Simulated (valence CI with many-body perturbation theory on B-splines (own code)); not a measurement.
**E1 line list for Ta²⁴⁺**

Method: relativistic CI+MBPT: three valence electrons over a frozen Dirac-Fock core [Kr] 4d10, a basis of 7 s, 7 p, 7 d, 7 f, 4 g, 2 h functions for each j, with the one-electron correlation potential Σ1 (screened to all orders), the two-electron term Σ2, the three-electron term Σ3, Breit, model QED; selected single and double excitations, second order for the rest, scaled by the run's own slope (own B-spline code, finite nucleus).

No measured spectrum was set against this ion. As an estimate, terms of the open shell hold to a few per cent of their energy, and close levels can change places. Excitations out of the core, of the other parity, are not computed and may begin above about 157 eV (a cautious bound); beyond it only levels of the ground parity were kept, without lifetimes.

Lines 51 to 100 of 554 in falling wavelength, among levels below 156.98 eV, chosen from the strongest by gf and those to the six lowest levels. Wavelengths and rates use the calculated energies, so an error of 2000 cm⁻¹ moves a line at 30.79 nm by 0.62 % and its rate by three times that or more. Electric multipoles are in the length gauge, E1 and E2 with the static RPA response of the core. Weak lines are less certain than strong ones. Lines between different terms over intervals too small for the method are left out, as are lines whose strength nearly cancels.

Levels are named by their leading jj configuration (3d3/2^4 stands for four electrons in 3d with j = 3/2), which in mixed levels can hold well under half, so a name can repeat and another be missing. Letters in brackets count levels of one name in rising energy.

```tsv
λ vac (nm)	Upper	Lower	A (s⁻¹)	S (a.u.)
30.79	(4f5/2^2 5p1/2) J=9/2	(4f5/2^2 5s) J=9/2	5.02e+09	7.23e-01
30.72	(4f7/2^2 5p1/2) J=11/2	(4f7/2^2 5s) J=11/2	4.05e+09	6.96e-01
30.70	(4f7/2^2 5p1/2) J=3/2	(4f7/2^2 5s) J=3/2	1.68e+09	9.59e-02
30.62	(4f5/2 4f7/2 5p1/2) J=3/2 [b]	(4f5/2 4f7/2 5s) J=1/2	4.09e+09	2.32e-01
30.59	(4f5/2 4f7/2 5p1/2) J=5/2 [a]	(4f5/2 4f7/2 5s) J=7/2 [b]	2.73e+09	2.32e-01
30.58	(4f7/2^2 5p1/2) J=5/2	(4f7/2^2 5s) J=3/2	6.60e+09	5.59e-01
30.57	(4f7/2^2 5p1/2) J=13/2	(4f7/2^2 5s) J=11/2	6.42e+09	1.27e+00
30.57	(4f7/2^2 5p1/2) J=7/2	(4f7/2^2 5s) J=7/2	2.95e+09	3.33e-01
30.54	(4f5/2 4f7/2 5p1/2) J=5/2 [a]	(4f5/2 4f7/2 5s) J=5/2 [a]	2.65e+09	2.23e-01
30.52	(4f5/2^2 5p1/2) J=5/2	(4f5/2^2 5s) J=5/2	5.18e+09	4.36e-01
30.48	(4f5/2 4f7/2 5p1/2) J=3/2 [a]	(4f5/2^2 5s) J=1/2	9.00e+07	5.03e-03
30.47	(4f5/2 4f7/2 5p1/2) J=9/2 [b]	(4f5/2 4f7/2 5s) J=7/2 [b]	4.49e+09	6.26e-01
30.44	(4f5/2 4f7/2 5p1/2) J=1/2	(4f5/2 4f7/2 5s) J=3/2 [b]	1.01e+10	2.81e-01
30.43	(4f5/2 4f7/2 5p1/2) J=11/2 [a]	(4f5/2 4f7/2 5s) J=9/2 [a]	6.07e+09	1.01e+00
30.43	(4f5/2 4f7/2 5p1/2) J=3/2 [a]	(4f5/2 4f7/2 5s) J=3/2 [a]	2.14e+09	1.19e-01
30.43	(4f7/2^2 5p1/2) J=1/2	(4f7/2^2 5s) J=1/2	1.22e+10	3.40e-01
30.38	(4f5/2 4f7/2 5p1/2) J=7/2 [a]	(4f5/2 4f7/2 5s) J=9/2 [b]	4.11e+09	4.55e-01
30.35	(4f5/2 4f7/2 5p1/2) J=9/2 [a]	(4f5/2 4f7/2 5s) J=9/2 [a]	4.03e+09	5.57e-01
30.30	(4f5/2^2 5p1/2) J=9/2	(4f5/2^2 5s) J=7/2	7.32e+09	1.01e+00
30.27	(4f5/2 4f7/2 5p1/2) J=3/2 [a]	(4f5/2 4f7/2 5s) J=5/2 [b]	1.04e+10	5.67e-01
30.24	(4f5/2 4f7/2 5p1/2) J=5/2 [b]	(4f5/2 4f7/2 5s) J=3/2 [a]	6.81e+09	5.58e-01
30.24	(4f5/2 4f7/2 5p1/2) J=11/2 [b]	(4f5/2 4f7/2 5s) J=11/2 [b]	5.31e+09	8.69e-01
30.22	(4f7/2^2 5p1/2) J=9/2	(4f7/2^2 5s) J=7/2	7.33e+09	9.99e-01
30.21	(4f5/2^2 5p1/2) J=1/2	(4f5/2^2 5s) J=1/2	1.17e+10	3.18e-01
30.18	(4f5/2 4f7/2 5p1/2) J=11/2 [b]	(4f5/2 4f7/2 5s) J=13/2	7.87e+09	1.28e+00
30.17	(4f5/2 4f7/2 5p1/2) J=13/2	(4f5/2 4f7/2 5s) J=11/2 [b]	6.78e+09	1.29e+00
30.16	(4f5/2 4f7/2 5p1/2) J=7/2 [a]	(4f5/2 4f7/2 5s) J=7/2 [a]	4.52e+09	4.90e-01
30.12	(4f5/2^2 5p1/2) J=3/2	(4f5/2^2 5s) J=5/2	9.80e+09	5.29e-01
30.12	(4f5/2^2 5p1/2) J=5/2	(4f5/2^2 5s) J=3/2	7.42e+09	6.01e-01
30.11	(4f5/2 4f7/2 5p1/2) J=13/2	(4f5/2 4f7/2 5s) J=13/2	6.39e+09	1.21e+00
30.11	(4f5/2 4f7/2 5p1/2) J=7/2 [b]	(4f5/2 4f7/2 5s) J=7/2 [b]	3.70e+09	3.98e-01
30.08	(4f5/2 4f7/2 5p1/2) J=5/2 [b]	(4f5/2 4f7/2 5s) J=5/2 [b]	5.72e+09	4.61e-01
30.07	(4f5/2 4f7/2 5p1/2) J=11/2 [a]	(4f5/2 4f7/2 5s) J=11/2 [a]	5.72e+09	9.21e-01
30.06	(4f5/2 4f7/2 5p1/2) J=7/2 [b]	(4f5/2 4f7/2 5s) J=5/2 [a]	3.02e+09	3.24e-01
30.03	(4f7/2^2 5p1/2) J=7/2	(4f7/2^2 5s) J=9/2	9.93e+09	1.06e+00
30.01	(4f5/2 4f7/2 5p1/2) J=9/2 [b]	(4f5/2 4f7/2 5s) J=9/2 [b]	5.38e+09	7.17e-01
29.99	(4f5/2 4f7/2 5p1/2) J=9/2 [a]	(4f5/2 4f7/2 5s) J=11/2 [a]	7.98e+09	1.06e+00
29.99	(4f7/2^2 5p1/2) J=3/2	(4f7/2^2 5s) J=5/2	1.15e+10	6.14e-01
29.97	(4f5/2^2 5p1/2) J=7/2	(4f5/2^2 5s) J=9/2	8.65e+09	9.19e-01
29.91	(4f5/2 4f7/2 5p1/2) J=5/2 [a]	(4f5/2 4f7/2 5s) J=7/2 [a]	7.22e+09	5.71e-01
29.87	(4f7/2^2 5p1/2) J=5/2	(4f7/2^2 5s) J=5/2	5.79e+09	4.57e-01
29.85	(4f5/2 4f7/2 5p1/2) J=3/2 [b]	(4f5/2 4f7/2 5s) J=3/2 [b]	7.47e+09	3.92e-01
29.79	(4f5/2 4f7/2 5p1/2) J=9/2 [b]	(4f5/2 4f7/2 5s) J=7/2 [a]	2.34e+09	3.05e-01
29.79	(4f7/2^2 5p1/2) J=11/2	(4f7/2^2 5s) J=13/2	9.07e+09	1.42e+00
29.74	(4f5/2^2 5p1/2) J=3/2	(4f5/2^2 5s) J=3/2	2.45e+09	1.27e-01
29.70	(4f7/2^2 5p1/2) J=9/2	(4f7/2^2 5s) J=9/2	5.52e+09	7.14e-01
29.66	(4f5/2 4f7/2 5p1/2) J=7/2 [b]	(4f5/2 4f7/2 5s) J=9/2 [b]	5.15e+09	5.30e-01
29.65	(4f7/2^2 5p1/2) J=13/2	(4f7/2^2 5s) J=13/2	6.33e+09	1.14e+00
29.59	(4f5/2 4f7/2 5p1/2) J=7/2 [a]	(4f5/2 4f7/2 5s) J=9/2 [a]	1.29e+08	1.32e-02
29.51	(4f5/2 4f7/2 5p1/2) J=1/2	(4f5/2^2 5s) J=1/2	2.85e+08	7.22e-03
```
